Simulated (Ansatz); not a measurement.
Cost and result for the atomization energy of C6H15Ga, SMILES `C[CH](C)[GaH][CH](C)C` (22 atoms, 21 bonds).

```
atom   x (Å)   y (Å)   z (Å)
  C1  -0.932   2.544   1.255
  C2  -1.110   1.034   1.126
  C3  -0.395   0.288   2.247
 Ga4  -0.623   0.376  -0.690
  C5   0.403  -1.307  -0.976
  C6   1.892  -0.989  -0.833
  C7   0.111  -1.968  -2.316
  H8  -1.291   2.905   2.226
  H9  -1.473   3.090   0.478
 H10   0.122   2.832   1.181
 H11  -2.186   0.817   1.205
 H12  -0.745   0.618   3.233
 H13  -0.548  -0.793   2.191
 H14   0.685   0.464   2.221
 H15  -1.022   1.252  -1.951
 H16   0.128  -1.998  -0.170
 H17   2.502  -1.891  -0.967
 H18   2.140  -0.574   0.149
 H19   2.228  -0.270  -1.589
 H20  -0.938  -2.263  -2.413
 H21   0.335  -1.295  -3.150
 H22   0.719  -2.871  -2.456
```

Total charge 0; spin multiplicity 1. Correlated methods include outer-core shells of Ga, which these sets cover unevenly. Scalar relativity is left out up to krypton. All single points use the PBE0-D4/def2-TZVP geometry. It is one conformer, not always the lowest. Program: Ansatz. All runs use 5 threads of an AMD EPYC 7R13 on a shared host and a share of an NVIDIA H100 80 GB. Times are those of one run each, without the atoms' runs, and a repeat can differ threefold. Electronic energies, without spin–orbit coupling; frozen cores. CCSD(T)/CBS adds CCSD(T) − MP2 in def2-TZVPP to the MP2 limit, and its time is that of the two runs behind it. T1 = 0.010. With those shells the extrapolation isn't a true limit. B3LYP takes the VWN-RPA correlation (the form of Gaussian; ORCA's B3LYP/G). HSE06 is the plane-wave form, built on full-range PBE exchange.

CCSD(T)/CBS is a level of theory with its own doubt, some kJ/mol a heavy atom from the limit and from the frozen cores, so smaller differences don't rank the functionals.

```
                             level  functions  wall time
            LDA (SPW92)/def2-TZVPP        444      3.4 s
                  CCSD(T)/def2-SVP        191      5.5 s
               PBE-QIDH/def2-TZVPP        444        7 s
                ωB97X-V/def2-TZVPP        444        8 s
               HSE06-D4/def2-TZVPP        444      8.5 s
             r2SCANh-D4/def2-TZVPP        444      9.5 s
                 B2PLYP/def2-TZVPP        444       11 s
 B3LYP-D4/def2-TZVPP (with forces)        444       11 s
r2SCAN-D4/def2-TZVPP (with forces)        444       12 s
  ωB97M-V/def2-TZVPP (with forces)        444       16 s
                    MP2/def2-QZVPP        881       26 s
                CCSD(T)/def2-TZVPP        444       60 s
                 CCSD(T)/CBS(def2)          –       86 s
```

Q: What atomization energy does each give, and how far from CCSD(T)/CBS? (Estimate.)

A: The calculation gave: 
```csv
level,atomization (kJ/mol),difference from CCSD(T)/CBS,per bond
LDA (SPW92)/def2-TZVPP,9309.9,1048.5,49.9
CCSD(T)/def2-SVP,7945.0,-316.4,-15.1
PBE-QIDH/def2-TZVPP,8249.6,-11.8,-0.6
ωB97X-V/def2-TZVPP,8262.3,0.9,0.0
HSE06-D4/def2-TZVPP,8297.1,35.7,1.7
r2SCANh-D4/def2-TZVPP,8243.6,-17.8,-0.8
B2PLYP/def2-TZVPP,8162.7,-98.7,-4.7
B3LYP-D4/def2-TZVPP (with forces),8244.8,-16.6,-0.8
r2SCAN-D4/def2-TZVPP (with forces),8268.4,7.0,0.3
ωB97M-V/def2-TZVPP (with forces),8259.2,-2.2,-0.1
MP2/def2-QZVPP,8252.5,-8.9,-0.4
CCSD(T)/def2-TZVPP,8100.9,-160.5,-7.6
CCSD(T)/CBS(def2),8261.4,0.0,0.0
```

In def2-TZVPP, CCSD(T) changes the Hartree–Fock value by +1856.1 kJ/mol (the triples alone add +93.0 kJ/mol) and MP2 by +1914.3 kJ/mol; breaking electron pairs costs correlation energy, which Hartree–Fock lacks. From r2SCAN to r2SCAN0 (25 % exact exchange), in def2-TZVPP and without D4, the atomization energy moves by −61.4 kJ/mol: exact exchange takes away binding that semilocal exchange gives to molecules. At CCSD(T), def2-SVP lies −316.4 kJ/mol from the extrapolated value and def2-TZVPP −160.5 kJ/mol: correlation converges slowly with the basis, and small sets miss more of it in the bonded molecule than in its fragments.
